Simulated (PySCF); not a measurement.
Species: C₇H₂₀BP.
Atom-mapped SMILES: `[BH3-:1][P@+:2]([CH3:3])([CH2:4][CH3:5])[C:6]([CH3:7])([CH3:8])[CH3:9]` (hydrogens: H10, H11, H12 on B1; H13, H14, H15 on C3; H16, H17 on C4; H18, H19, H20 on C5; H21, H22, H23 on C7; H24, H25, H26 on C8; H27, H28, H29 on C9)

Computed with PySCF at PBE0/pcSseg-1, non-relativistic, on one gas-phase PBE0-D3(BJ)/def2-SVP geometry that isn't relaxed in the solvent. The solvent is an IEF-PCM continuum (Bondi radii, 1.10 Å for H, scaled by 1.2). Specific hydrogen bonds and non-electrostatic terms are outside this model.

Gas phase at PBE0/pcSseg-1: HOMO -7.72 eV, LUMO 0.84 eV, dipole 5.07 D.

Task: What does the continuum do to the energy, the frontier levels and the dipole at PBE0/pcSseg-1 in chloroform?

Result: 
| solvent | ε | E(solvent) − E(gas) (kcal/mol) | polarisation term (kcal/mol) | distortion of the solute (kcal/mol) | HOMO (eV) | LUMO (eV) | dipole (D) |
| --- | --- | --- | --- | --- | --- | --- | --- |
| chloroform | 4.711 | -5.35 | -6.32 | 0.97 | -7.84 | 1.15 | 6.44 |

Polarisation term: ½ Σ q·V over the induced surface charges. Distortion: the rise of the solute's own energy as its density leaves the gas-phase optimum.

Task: Which radius a makes the point-dipole formula ΔE = −[(ε − 1)/(2ε + 1)]·μ²/a³ give the value in chloroform, with the gas-phase dipole?

Result: μ = 1.993 au and |ΔE| = 0.00852 Eh give a = 2.91 Å; the farthest nucleus lies 3.96 Å from the centroid of the nuclei, so such a sphere wouldn't even hold the nuclei. The formula assumes a rigid point dipole at the centre of a sphere.

Task: Which Mulliken charges (PBE0/pcSseg-1) respond most in chloroform (means over atoms taken as equivalent)?

Result: 
```csv
atoms,environment,gas (e),solvent (e),change
B1,four-coordinate boron,-0.186,-0.224,-0.038
P2,phosphorus bonded to B and 3 C,+0.328,+0.353,+0.025
H10/H11/H12,B–H hydrogen,-0.036,-0.052,-0.016
H16,methylene hydrogen,+0.151,+0.165,+0.014
H17,methylene hydrogen,+0.165,+0.174,+0.009
C5,methyl carbon,-0.262,-0.271,-0.009
```

Task: Which Mayer bond orders change most in chloroform?

Result: 
```csv
bond,length (Å),gas,solvent,change
B1–P2,1.914,0.878,0.891,+0.013
P2–C3,1.823,0.997,1.009,+0.012
P2–C4,1.836,0.947,0.958,+0.011
B1–H11,1.226,0.918,0.929,+0.011
B1–H10,1.224,0.926,0.935,+0.009
P2–C6,1.871,0.875,0.883,+0.008
B1–H12,1.225,0.925,0.933,+0.008
C3–H13,1.099,0.943,0.939,-0.004
```

Task: How do the nuclear quadrupole coupling constants eQVzz/h respond in chloroform?

Result: 
```json
{"nucleus": "11B at B1", "Q (barn)": "0.04059", "gas (MHz)": "1.35", "solvent (MHz)": "1.15", "η gas": "0.04", "η solvent": "0.04"}
```

The values belong to the conformer `[BH3-:1][P@+:2]([CH3:3])([CH2:4][CH3:5])[C:6]([CH3:7])([CH3:8])[CH3:9]`: B1–P2–C4–C5 46°, B1–P2–C6–C7 49°.
